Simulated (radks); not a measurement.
Ni, 28 electrons, occupied as [Ar] 3d8 4s2. All-electron calculation, Dirac Kohn-Sham, PBE, spin-unpolarised, spherical densities, finite nucleus; open shells are shared between the two j in proportion to 2j + 1; Fermi nuclear charge, rms radius 3.7757 fm. Program: a radial shooting solver on a logarithmic mesh with Libxc functionals.

Spin-orbit splittings of the eigenvalues, e(l+1/2) - e(l-1/2), with zeta = 2 splitting/(2l+1) and mean radii in bohr:

| shell | occ. | splitting (eV) | zeta (eV) | <r> j=l-1/2 | <r> j=l+1/2 |
|---|---|---|---|---|---|
| 2p | 6 | 17.48 | 11.66 | 0.2131 | 0.2163 |
| 3p | 6 | 2.208 | 1.472 | 0.7717 | 0.7818 |
| 3d | 8 | 0.2393 | 0.09570 | 1.006 | 1.014 |
